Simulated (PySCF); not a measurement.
# LaSi at r²SCAN

Level: r²SCAN. basis La x2c-TZVPall, Si x2c-TZVPall; spin-free X2C with a Gaussian nucleus; PySCF 2.14.

```
state                                            : quartet, about 0.0 electrons in the 4f shell (Mulliken)
bond length                                      : 2.593 Å
harmonic wavenumber                              : 342 cm⁻¹
force constant                                   : 1.60 mdyn/Å
rotational constant Be                           : 0.1076 cm⁻¹
anharmonicity ωexe                               : 1.04 cm⁻¹
vibration–rotation constant αe                   : 0.000376 cm⁻¹
bond order (Mayer)                               : 2.16
dipole moment (positive dipole means La(−)Si(+)) : -5.14 D
```

These are scalar-relativistic numbers at best; spin–orbit coupling would shift them, the dissociation energy most. The state is the lowest single determinant that the PBE0 search found; with open d or f shells the true ground state can be another one.
